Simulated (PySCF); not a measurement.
## Nonlinear optical response: `C#CC1=C[C@H]2C=C[C@@H]1C=C2`, C10H8

Molfile (atoms numbered from 1):
```
C10H8
     RDKit          3D

 18 19  0  0  0  0  0  0  0  0999 V2000
    3.0706    1.6381   -0.4638 C   0  0  0  0  0  0  0  0  0  0  0  0
    1.9103    1.3272   -0.2791 C   0  0  0  0  0  0  0  0  0  0  0  0
    0.5738    0.9078   -0.0752 C   0  0  0  0  0  0  0  0  0  0  0  0
   -0.4766    1.6807    0.2432 C   0  0  0  0  0  0  0  0  0  0  0  0
   -1.7788    0.8993    0.3884 C   0  0  2  0  0  0  0  0  0  0  0  0
   -1.4964   -0.1792    1.4382 C   0  0  0  0  0  0  0  0  0  0  0  0
   -0.4630   -0.9558    1.1215 C   0  0  0  0  0  0  0  0  0  0  0  0
    0.1834   -0.5800   -0.2112 C   0  0  1  0  0  0  0  0  0  0  0  0
   -0.9325   -0.6153   -1.2547 C   0  0  0  0  0  0  0  0  0  0  0  0
   -1.9664    0.1617   -0.9404 C   0  0  0  0  0  0  0  0  0  0  0  0
    4.0915    1.9303   -0.6234 H   0  0  0  0  0  0  0  0  0  0  0  0
   -0.4302    2.7601    0.3887 H   0  0  0  0  0  0  0  0  0  0  0  0
   -2.6292    1.5399    0.6482 H   0  0  0  0  0  0  0  0  0  0  0  0
   -2.1008   -0.2607    2.3429 H   0  0  0  0  0  0  0  0  0  0  0  0
   -0.0812   -1.7826    1.7217 H   0  0  0  0  0  0  0  0  0  0  0  0
    1.0436   -1.2061   -0.4709 H   0  0  0  0  0  0  0  0  0  0  0  0
   -0.8467   -1.2273   -2.1535 H   0  0  0  0  0  0  0  0  0  0  0  0
   -2.8679    0.2958   -1.5400 H   0  0  0  0  0  0  0  0  0  0  0  0
  1  2  3  0
  2  3  1  0
  3  4  2  0
  4  5  1  0
  5  6  1  0
  6  7  2  0
  7  8  1  0
  8  9  1  0
  9 10  2  0
  8  3  1  0
 10  5  1  0
  1 11  1  0
  4 12  1  0
  5 13  1  1
  6 14  1  0
  7 15  1  0
  8 16  1  6
  9 17  1  0
 10 18  1  0
M  END
```

Method used: quadratic response CAM-B3LYP/aug-cc-pVDZ first hyperpolarisability, Taylor convention, gas phase in PySCF 2.14.0. Geometry: PBE0-D3(BJ)/def2-SVP.

Task: Give β for the processes computed.

Result: In au, Taylor convention; the vector part is βᵢ = ⅓ Σⱼ (βᵢⱼⱼ + βⱼᵢⱼ + βⱼⱼᵢ); β∥ is 3/5 of the vector part along the dipole, the dipole points from − to +:
| process | λ (nm) | β vector norm | β∥ | β HRS | depolarisation ratio |
| --- | --- | --- | --- | --- | --- |
| static β(0;0,0) | ∞ | 218.6 | 130.7 | 89.1 | 5.28 |
| second harmonic β(−2ω;ω,ω) | 1907 | 234.2 | 140.0 | 95.3 | 5.31 |
| Pockels β(−ω;ω,0) | 1907 | 223.6 | 133.7 | – | – |
| second harmonic β(−2ω;ω,ω) | 1064 | 276.7 | 165.6 | 112.3 | 5.35 |
| Pockels β(−ω;ω,0) | 1064 | 235.3 | 140.8 | – | – |

Task: Which lowest excitations, dipole and polarisabilities go with it?

Result: S1 4.49 eV (f = 0.065); S2 4.90 eV (f = 0.000); S3 5.22 eV (f = 0.000); dipole 0.88 D; isotropic α 108.6 au static, 109.0 au at 1907 nm, 109.9 au at 1064 nm, 110.2 au at 953.5 nm, 114.2 au at 532 nm.
